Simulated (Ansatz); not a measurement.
The input (input.yaml):

```yaml
crystal:
  periodic: [false, false, false]
  atoms:
    - { symbol: C, position_ang: [1.191792, -0.37798, 0.412625] }
    - { symbol: B, position_ang: [0.125401, 0.470315, -0.35866] }
    - { symbol: F, position_ang: [0.562067, 1.436156, -1.174506] }
    - { symbol: B, position_ang: [-1.558931, 0.246194, -0.190265] }
    - { symbol: Cl, position_ang: [-2.338858, -0.934415, -1.229037] }
    - { symbol: H, position_ang: [1.383204, 0.139182, 1.372136] }
    - { symbol: H, position_ang: [0.853176, -1.393265, 0.666143] }
    - { symbol: H, position_ang: [2.152723, -0.428334, -0.122686] }
    - { symbol: H, position_ang: [-2.281973, 0.795847, 0.607249] }
magnetization:
  spin_polarized: true
basis:
  gaussian: { orbitals: def2-SVP }
hamiltonian:
  xc: pbe0
  dispersion: d4
neb:
  order_check: false
  images: 5
  f_tol: 0.2
  max_iterations: 60
  final_atoms:
    - { symbol: C, position_ang: [1.19298794, -0.34458652, 0.427849] }
    - { symbol: B, position_ang: [0.13991948, 0.44834071, -0.41533077] }
    - { symbol: F, position_ang: [0.579304, 1.20637565, -1.42533499] }
    - { symbol: B, position_ang: [-1.54367263, 0.33650383, -0.15121004] }
    - { symbol: Cl, position_ang: [-2.39675962, -1.05416983, -0.79649564] }
    - { symbol: H, position_ang: [0.93298326, -0.41464592, 1.49554555] }
    - { symbol: H, position_ang: [1.18660773, -1.38390349, 0.04745839] }
    - { symbol: H, position_ang: [2.2161415, 0.04601993, 0.31901117] }
    - { symbol: H, position_ang: [-2.21891066, 1.11376563, 0.48150633] }
  initial_path:
    images:
      - { positions_ang: [[1.191792, -0.37798, 0.412625], [0.125401, 0.470315, -0.35866], [0.562067, 1.436156, -1.174506], [-1.558931, 0.246194, -0.190265], [-2.338858, -0.934415, -1.229037], [1.383204, 0.139182, 1.372136], [0.853176, -1.393265, 0.666143], [2.152723, -0.428334, -0.122686], [-2.281973, 0.795847, 0.607249]] }
      - { positions_ang: [[1.15249643, -0.3324294, 0.47732266], [0.06157345, 0.37149149, -0.40572189], [0.48001341, 1.23175077, -1.36245616], [-1.57053548, 0.11545333, -0.20769019], [-2.53219997, -0.53330469, -1.33155506], [1.18347437, 0.20505236, 1.43168705], [0.91421753, -1.35999751, 0.70243827], [2.12308818, -0.24304169, 0.0013452], [-1.72352692, 0.49872534, 0.67762911]] }
      - { positions_ang: [[1.11320086, -0.2868788, 0.54202033], [-0.0022541, 0.27266799, -0.45278378], [0.39795982, 1.02734554, -1.55040631], [-1.58213997, -0.01528734, -0.22511539], [-2.72554194, -0.13219438, -1.43407312], [0.98374474, 0.27092271, 1.4912381], [0.97525907, -1.32673001, 0.73873354], [2.09345337, -0.05774938, 0.1253764], [-1.16508085, 0.20160368, 0.74800923]] }
      - { positions_ang: [[1.07390529, -0.24132821, 0.60671799], [-0.06608165, 0.17384448, -0.49984567], [0.31590623, 0.8229403, -1.73835647], [-1.59374445, -0.14602801, -0.24254058], [-2.91888391, 0.26891593, -1.53659117], [0.7840151, 0.33679307, 1.55078914], [1.0363006, -1.29346252, 0.77502882], [2.06381855, 0.12754293, 0.24940759], [-0.60663477, -0.09551797, 0.81838934]] }
      - { positions_ang: [[1.1135995, -0.27574764, 0.547095], [0.0025854, 0.26534323, -0.47167404], [0.40370549, 0.95075209, -1.63401598], [-1.57705384, 0.01481593, -0.21209707], [-2.74484248, -0.17211266, -1.28989266], [0.83367116, 0.08631341, 1.53237461], [1.08640298, -1.32360951, 0.53250534], [2.11459287, 0.10036859, 0.27260879], [-1.14406007, 0.30757656, 0.70609501]] }
      - { positions_ang: [[1.15329372, -0.31016708, 0.487472], [0.07125244, 0.35684197, -0.4435024], [0.49150474, 1.07856387, -1.52967548], [-1.56036324, 0.17565988, -0.18165355], [-2.57080105, -0.61314124, -1.04319415], [0.88332721, -0.16416625, 1.51396008], [1.13650535, -1.3537565, 0.28998187], [2.16536719, 0.07319426, 0.29580998], [-1.68148536, 0.7106711, 0.59380067]] }
      - { positions_ang: [[1.19298794, -0.34458652, 0.427849], [0.13991948, 0.44834071, -0.41533077], [0.579304, 1.20637565, -1.42533499], [-1.54367263, 0.33650383, -0.15121004], [-2.39675962, -1.05416983, -0.79649564], [0.93298326, -0.41464592, 1.49554555], [1.18660773, -1.38390349, 0.04745839], [2.2161415, 0.04601993, 0.31901117], [-2.21891066, 1.11376563, 0.48150633]] }
```

Launched with:

```bash
$ ansatz run input.yaml --threads 2 --pin off --max-ram 3072MiB --backend cpu --events-out ev --progress --plain --runs-dir out
```

Hardware: 2 threads of Arm Neoverse N1, on a shared host.

Question: Roughly how long does this run take, and how much memory?

Answer: 10 min, with a peak of 0.28 GiB, for 22 band iterations.
